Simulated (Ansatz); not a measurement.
Correlation energies of `BOCCS` by basis set

Z-matrix (Å, degrees):
```
C
O 1 1.418
C 1 1.513 2 109.6
H 1 1.092 2 108.0 3 119.8
H 1 1.096 2 110.1 3 -121.9
B 2 1.341 1 122.2 3 112.8
S 3 1.806 1 112.4 2 175.1
H 3 1.091 1 111.0 2 -60.9
H 3 1.092 1 109.9 2 57.9
H 6 1.196 2 117.0 1 -179.1
H 6 1.203 2 120.1 1 0.9
H 7 1.343 3 96.9 1 67.5
```

The species carries charge 0 and has multiplicity 1. The structure was optimised at the PBE0-D4/def2-TZVP level. It is one conformer, not always the lowest. Frozen core, restricted reference, the Gaussian-basis code of Ansatz. CBS rows extrapolate triple and quadruple zeta; past MP2 they add the triple-zeta difference.

| basis | HF (Eh) | MP2 corr. | CCSD corr. | (T) | CCSD(T) total |
| --- | --- | --- | --- | --- | --- |
| def2-SVP | -576.65358 | -0.68494 | -0.74434 | -0.02116 | -577.41908 |
| def2-TZVPP | -576.99976 | -0.86112 | -0.91305 | -0.03681 | -577.94962 |
| def2-QZVPP | -577.01994 | -0.92424 | – | – | – |
| CBS(def2) | -577.02273 | -0.97100 | -1.02293 | as TZ | -578.08247 |
